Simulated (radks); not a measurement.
Q: The table gives one normalised radial function P(r) = r R(r) (large component) of Tc42+ in 1s1 (r in bohr). All-electron calculation, Dirac Kohn-Sham, PBE, spin-unpolarised, spherical densities, finite nucleus; Fermi nuclear charge, rms radius 4.4112 fm. Program: a radial shooting solver on a logarithmic mesh with Libxc functionals.

| r | P |
|---|---|
| 0.00156 | 0.0151 |
| 0.001703 | 0.0170 |
| 0.001875 | 0.0195 |
| 0.002064 | 0.0224 |
| 0.002272 | 0.0258 |
| 0.002501 | 0.0297 |
| 0.002753 | 0.0343 |
| 0.003006 | 0.0391 |
| 0.003309 | 0.0453 |
| 0.003642 | 0.0525 |
| 0.004009 | 0.0610 |
| 0.004413 | 0.0709 |
| 0.004858 | 0.0824 |
| 0.005305 | 0.0948 |
| 0.005839 | 0.1104 |
| 0.006428 | 0.1287 |
| 0.007075 | 0.1500 |
| 0.007788 | 0.1748 |
| 0.008573 | 0.2038 |
| 0.009437 | 0.2374 |
| 0.01031 | 0.2730 |
| 0.01134 | 0.3176 |
| 0.01249 | 0.3690 |
| 0.01374 | 0.4281 |
| 0.01513 | 0.4957 |
| 0.01665 | 0.5728 |
| 0.01819 | 0.6526 |
| 0.02002 | 0.7502 |
| 0.02204 | 0.8595 |
| 0.02426 | 0.9811 |
| 0.0267 | 1.1151 |
| 0.02939 | 1.2614 |
| 0.03209 | 1.4058 |
| 0.03533 | 1.5732 |
| 0.03889 | 1.7489 |
| 0.0428 | 1.9300 |
| 0.04712 | 2.1127 |
| 0.05186 | 2.2919 |
| 0.05664 | 2.4480 |
| 0.06234 | 2.6030 |
| 0.06862 | 2.7344 |
| 0.07554 | 2.8341 |
| 0.08315 | 2.8944 |
| 0.09153 | 2.9080 |
| 0.1007 | 2.8695 |
| 0.11 | 2.7858 |
| 0.1211 | 2.6415 |
| 0.1333 | 2.4456 |
| 0.1467 | 2.2055 |
| 0.1615 | 1.9323 |
| 0.1778 | 1.6399 |
| 0.1942 | 1.3682 |
| 0.2137 | 1.0823 |
| 0.2352 | 0.8209 |
| 0.259 | 0.5944 |
| 0.285 | 0.4090 |
| 0.3138 | 0.2660 |
| 0.3426 | 0.1699 |
| 0.3771 | 0.0976 |
| 0.4151 | 0.0520 |
| 0.457 | 0.0256 |

Which n and l does it have? It may be an empty orbital.

A: n = 2, l = 1: the number of nodes gives n - l - 1 = 0, the rise at small r points to l (for j = l - 1/2 the large component starts outside the nucleus as r^gamma with gamma = sqrt(l^2 - (Z/c)^2) = 0.95 and the r^(l+1) term takes over further out; the orbital of l - 1 with the same j starts with the same power, but with a larger coefficient, and does not steepen), and the extent must fit the shell. The curve is that of 2p1/2; the two j differ most near the nucleus, where j = l - 1/2 has the larger amplitude, and in heavy atoms j = l - 1/2 is also the more compact. 2p1/2 (empty): eigenvalue -6280.7 eV, 0 radial nodes, <r> = 0.112 bohr, 90 % of the charge inside 0.182 bohr.
